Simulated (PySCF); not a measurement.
C₆ coefficients of unlike pairs at UHF

Calculated with PySCF 2.14 from the dipole response of each species, C₆(A,B) = (3/π) ∫ α_A(iu) α_B(iu) du, in atomic units, from isotropic polarisabilities. For ions this is the dispersion term alone; charge-induced terms of lower order in 1/R come first.

```tsv
species	configuration	basis	relativity	α (bohr³)	C₆ (like pair)
Ne⁺	[He] 2s2 2p5 (2P)	aug-cc-pwCVTZ (7s6p4d2f)	none	1.240	2.159
Si³⁺	[Ne] 3s1 (2S)	aug-cc-pV(Q+d)Z with one added diffuse shell each of s, p, d, f, g type (8s7p6d4f3g)	none	7.933	15.71
Re³⁺	[Xe] 4f14 5d4 (5D)	aug-cc-pVTZ-PP with one added diffuse shell each of s, p, d, f, g type with ECP60MDF (7s7p6d4f3g)	core potential	6.919	35.82
In	[Kr] 4d10 5s2 5p1 (2P)	x2c-TZVPPall with one added diffuse shell each of s, p, d, f type (9s7p5d3f)	spin-free X2C	74.72	808.0
```

Estimate C₆ for Re³⁺ with Ne⁺.

The integral gives 8.523. The combination rule 2 C_A C_B / (C_A α_B/α_A + C_B α_A/α_B) gives 8.376 and the geometric mean 8.794.

No spin-orbit coupling is included.

The other pairs:

| pair | C₆ |
| --- | --- |
| In, Re³⁺ | 135.7 |
| Re³⁺, Si³⁺ | 20.69 |
| Si³⁺, Ne⁺ | 4.365 |
| In, Ne⁺ | 28.01 |
| In, Si³⁺ | 110.2 |
